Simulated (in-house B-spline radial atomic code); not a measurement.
**Ionising Cr⁶⁺ with different functionals**

Computed with a B-spline radial code for spherical atoms: four-component Dirac-Coulomb Hamiltonian, Fermi nucleus of rms radius 3.6452 fm, spin-restricted, spherical fractional occupations for the functionals. The ionisation energy is the difference of two self-consistent energies, [Ne] 3s2 3p6 → [Ne] 3s2 3p5, without Breit or QED terms; ε is the level of the shell that loses the electron (mean over j). The electron is taken from both j subshells in proportion to 2j + 1, so the result is a j average, not the step between ground levels.

Hybrids are left out here: with spherical fractional occupations of an open shell their exact exchange keeps a self-interaction that integer-occupation calculations don't have.

| method | rung | ΔSCF (eV) | -ε(3p) (eV) |
| --- | --- | --- | --- |
| LDA VWN5 | LDA | 160.99 | 148.57 |
| relativistic LDA | LDA | ? | ? |
| LDA PW92 | LDA | 160.98 | 148.56 |
| LDA exchange-only | LDA | 158.97 | 146.56 |
| PBE | GGA | 161.03 | 148.61 |
| PBEsol | GGA | ? | ? |
| BLYP | GGA | 160.87 | 148.44 |
| RPBE | GGA | 161.03 | 148.61 |
| PW91 | GGA | 161.16 | 148.73 |
| BP86 | GGA | 161.12 | 148.70 |
| AM05 | GGA | 160.85 | 148.43 |
| OLYP | GGA | 161.50 | 149.07 |

Problem. What does PBEsol give?

Solution. ΔSCF 160.88 eV, and -ε(3p) = 148.46 eV.

Problem. What does relativistic LDA give?

Solution. ΔSCF 160.94 eV, and -ε(3p) = 148.52 eV.

Problem. How do they compare with the NIST value?

Solution. NIST lists 160.29 eV ± 0.06 (semi-empirical, ground level to ground level). Errors run from -1.32 to +1.21 eV; AM05 is closest (+0.56 eV), though others lie within the uncertainty of it, and part of that can be cancellation, since the calculations leave out Breit-QED terms, spin polarisation, the choice among j levels, multiplet and fine-structure energies.
